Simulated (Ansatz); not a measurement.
Species: CH5O3Si, net charge 0, doublet state. It need not be the lowest isomer of its formula. 
Structure (B3LYP-D3(BJ)/def2-TZVP (Ansatz, a program for electronic structure) minimum search):
```xyz
10

C      1.4427     0.5362    -0.9364
Si    -0.0553    -0.0230     0.0113
O     -0.4148    -1.4799    -0.7098
O     -1.2001     1.1354    -0.1202
O      0.1431    -0.2762     1.6256
H      1.1967     0.7302    -1.9804
H      1.7908     1.4691    -0.4849
H      2.2470    -0.1975    -0.8950
H     -1.8772     1.1805     0.5597
H      0.5345    -1.1109     1.8967
```
Charge 0, spin multiplicity 2.

Basis-set convergence of Hartree-Fock and CCSD correlation energies (hartree) with Ansatz. Correlated levels leave the core frozen unless marked. Open shells are spin-unrestricted. No spin-orbit coupling. No relativistic terms.

```json
[
 {"basis": "cc-pV(D+d)Z", "functions": "104", "E(HF)": "-554.42943", "E(corr, CCSD)": "-0.79175"},
 {"basis": "cc-pV(T+d)Z", "functions": "229", "E(HF)": "[?]", "E(corr, CCSD)": "[?]"}
]
```

**Question.** Some entries are withheld; supply them.

**Answer.** 
- cc-pV(T+d)Z, E(HF): -554.55114
- cc-pV(T+d)Z, E(corr, CCSD): -0.99352
